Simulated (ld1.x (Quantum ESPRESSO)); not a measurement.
## aluminium, TM: configuration errors across variants

* Element: aluminium
* Generator: ld1.x (Quantum ESPRESSO) 7.5
* Type: norm-conserving Troullier–Martins (Kleinman–Bylander form)
* Functional: PBEsol
* Relativity: scalar-relativistic
* Frozen core: [Ne]
* Valence charge: 3
* Reference configuration: 3s1 3p2
* Partial waves: 3p (bound): rc 2.90 bohr; 3d channel at -0.1 Ry: rc 2.40 bohr; 3s (bound): rc 1.80 bohr
* Local potential: the s channel
* Core correction: none

All-electron excitation energies from the reference (eV): (1) 3s2 3p1 -5.119; (2) 3s2 3p0 0.617; (3) 3s1 3p0 19.788; (4) 3s2 3p1.3 -5.687; (5) 3s2 3p0.5 -3.045; (6) 3s0 3p3 5.286; (7) 3s1 3p1 6.408.

1 further variants failed, have other tests or another functional or relativity, and are left out.

Errors AE − PS in meV (a dash: test not solved or not reliable):

```csv
change,(1),(2),(3),(4),(5),(6),(7),bound ghosts
base,+5.1,-0.2,-4.2,+5.5,+3.5,+5.4,+0.2,none
local potential the p channel,+4.9,-0.3,-6.6,+5.0,+3.6,+5.1,-0.8,none
"all radii scaled by about 1.13 (s 2.04, p 3.28, d 2.72 bohr)",+5.9,+0.2,-7.3,+6.3,+4.3,+6.3,+0.1,none
wave 3p (bound): rc 2.90 bohr becomes 3p (bound): rc 4.18 bohr,+5.1,+1.3,-0.8,+5.3,+3.9,+5.4,+0.5,none
wave 3d channel at -0.1 Ry: rc 2.40 bohr becomes 3d channel at 2.56 Ry: rc 2.40 bohr,+5.1,-0.2,-4.2,+5.5,+3.5,+5.4,+0.2,none
wave 3s (bound): rc 1.80 bohr becomes 3s (bound): rc 1.96 bohr,+5.2,0.0,-3.7,+5.5,+3.6,+5.5,+0.3,none
```

Give the same row for: core correction a·sin(br)/r model core inside 2.20 bohr.

+2.9, -1.1, -8.3, +3.3, +1.6, +4.5, +0.2; bound ghosts: none.
